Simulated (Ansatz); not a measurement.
Single points on Ti₂O₄⁻.

```yaml
crystal:
  periodic: [false, false, false]
  atoms:
    - {symbol: Ti, position_ang: [0.100297, 1.044465, 0.912873]}
    - {symbol: Ti, position_ang: [0.598082, -1.086395, -0.628880]}
    - {symbol: O, position_ang: [-1.081649, 2.158319, 1.298146]}
    - {symbol: O, position_ang: [0.666476, 0.768976, -0.847305]}
    - {symbol: O, position_ang: [-0.088589, -2.088125, -1.774010]}
    - {symbol: O, position_ang: [-0.194627, -0.797239, 1.039175]}
basis:
  gaussian: {orbitals: def2-TZVPD, initial_orbitals: start.molden}
total_charge: -1
magnetization: {spin_polarized: true, initial_magnetization: 1}
hamiltonian: {xc: hf}
scf: {omitted_lower_state_checks: [starts]}
output: {orbitals: {seedname: orbitals}}
```

The file start.molden holds the orbitals of an earlier run on this structure, at another level or in another basis.

```sh
$ ansatz run in.yaml --threads 4 --pin off --events-out ev --progress --plain --max-ram 4787MiB
```

Shortened log:

```
Functional definition: HF
2136 factors; their error is unknown
mean field evaluation 1: about -54326.6111 eV, gradient 2.9e1 eV
mean field evaluation 2: about -54329.1924 eV, gradient 3.4e0 eV
mean field evaluation 4: about -54329.4319 eV, gradient 1.8e0 eV
mean field evaluation 8: about -54330.5830 eV, gradient 1.5e-2 eV
mean field -54330.58299396 eV, -1996.6120984361 hartree, gradient 3.2e-5 eV, S^2 0.774447; 0 other end points of the search recorded, 0 dependent functions left out
reference -54330.58299396 eV, -1996.6120984361 hartree; 39, 38 occupied and 217, 218 virtual orbitals, 2136 factors
Total energy: -54330.58299396 eV, -1996.6120984361 hartree
Checks for a lower state left out: starts
```

Hardware: 4 threads of Arm Neoverse V1 on a shared host. Wall time 27 s, peak host memory 1.7 GiB.

First input, but with `hamiltonian: {xc: r2scan, dispersion: d4}` (abridged; 20 s):

```
Functional definition: r2SCAN
mean field -54426.07999192 eV, -2000.1215483809 hartree, gradient 1.5e-5 eV, S^2 0.754286
Total energy: -54426.13046936 eV, -2000.1234033929 hartree
Checks for a lower state left out: starts
```

As the first input, with `hamiltonian: {xc: pbe, dispersion: d4}`, `output: {forces: true, orbitals: {seedname: orbitals}}` (abridged; 10 s):

```
Functional definition: PBE
mean field -54411.80640598 eV, -1999.5970037726 hartree, gradient 2.6e-5 eV, S^2 0.752586
Total energy: -54412.02796907 eV, -1999.6051460660 hartree
Atom 0 force     0.115332    -0.045662     0.015045 eV/Å
Atom 1 force     0.098777     0.032157     0.070089 eV/Å
Atom 2 force    -0.118107     0.107367     0.035097 eV/Å
Atom 3 force     0.027858     0.073456    -0.092966 eV/Å
Atom 4 force    -0.070917    -0.095146    -0.111127 eV/Å
Atom 5 force    -0.052944    -0.072173     0.083861 eV/Å
Dipole moment:     0.726926    -0.043549     0.295706 e Å
Checks for a lower state left out: starts
```

First input, but with `hamiltonian: {xc: {name: B97M-V}}` (abridged; 38 s):

```
Functional definition: B97M-V
mean field -54416.78943415 eV, -1999.7801266805 hartree, gradient 1.7e-5 eV, S^2 0.756522
Total energy: -54416.78951542 eV, -1999.7801296672 hartree
Checks for a lower state left out: starts
```

As the first input, with `hamiltonian: {xc: pbe0, dispersion: d4}` (abridged; 17 s):

```
Functional definition: PBE0
mean field -54410.68029162 eV, -1999.5556198333 hartree, gradient 1.6e-5 eV, S^2 0.754713
Total energy: -54410.86910388 eV, -1999.5625585558 hartree
Checks for a lower state left out: starts
```

As the first input, with `correlation: {method: mp2}` and without the key `hamiltonian` (abridged; 18 s):

```
Functional definition: HF
mean field -54330.58349374 eV, -1996.6121168027 hartree, gradient 1.9e-6 eV, S^2 0.774447
14 core orbitals not correlated: weight in the atoms' cores, before any rotation towards them, 1.000 or more for the frozen orbitals, at most 0.000 for the correlated occupied ones
second order -48.62335719 eV of doubles, -0.00000000 eV of singles
Total energy: -54379.20685093 eV, -1998.3989922212 hartree
Checks for a lower state left out: starts
```

First input, but with `hamiltonian: {xc: {name: PBE-QIDH}}` and without the key `output` (abridged; 30 s):

```
Functional definition: PBE-QIDH
mean field -54383.44734780 eV, -1998.5548276072 hartree, gradient 4.1e-6 eV, S^2 0.762614
14 core orbitals not correlated: weight in the atoms' cores, before any rotation towards them, 1.000 or more for the frozen orbitals, at most 0.000 for the correlated occupied ones
second order -57.18338959 eV of doubles, -0.00000000 eV of singles
Total energy: -54402.50849833 eV, -1999.2553119688 hartree
Checks for a lower state left out: starts
```

Geometry: PBE-D4/def2-SVPD.

Correlated methods freeze 14 core orbitals; core or outer-core shells of Ti are correlated, in sets that lack core-valence functions. The structure comes from a short search, and lower isomers may exist.
